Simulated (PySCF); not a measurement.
Predicted microwave data (CAM-B3LYP/def2-SVPD in PySCF (dipole) on a GFN2-xTB geometry, gas phase) for one isomer of C5H10Si2:

```
Rotational constants : A = 2487, B = 1618, C = 1009 MHz
Dipole components    : |μa| = 0.42 D, |μb| = 0.06 D, |μc| = 0.00 D
Inertial defect      : -14.64 u·Å²
κ                    : -0.18
```

Question: Which structure is it? (One computed conformer of each.)
A. `[SiH3:1][CH2:2][C:3]1=[CH:4][CH:5]=[CH:6][SiH2:7]1` with Si1–C2–C3–C4 -94°
B. `CC1=C[SiH2]C=C[SiH2]1`

Answer: B. It is CC1=C[SiH2]C=C[SiH2]1, an asymmetric top, point group Cs. The candidates at the same level (rigid rotor, commonest isotopes):

| SMILES | A (MHz) | B (MHz) | C (MHz) | μa (D) | μb (D) | μc (D) | Δ (u·Å²) | point group | rotor |
| --- | --- | --- | --- | --- | --- | --- | --- | --- | --- |
| [SiH3]CC1=CC=C[SiH2]1 | 3502 | 1075 | 935.1 | 0.11 | 0.22 | 0.39 | -73.81 | C1 | asymmetric top |
| CC1=C[SiH2]C=C[SiH2]1 | 2487 | 1618 | 1009 | 0.42 | 0.06 | 0.00 | -14.64 | Cs | asymmetric top |

`[SiH3]CC1=CC=C[SiH2]1` has A 41 % too high. In the right answer the mirror of this Cs structure is the ab plane, so μc vanishes by symmetry. No structure here is proved a minimum.
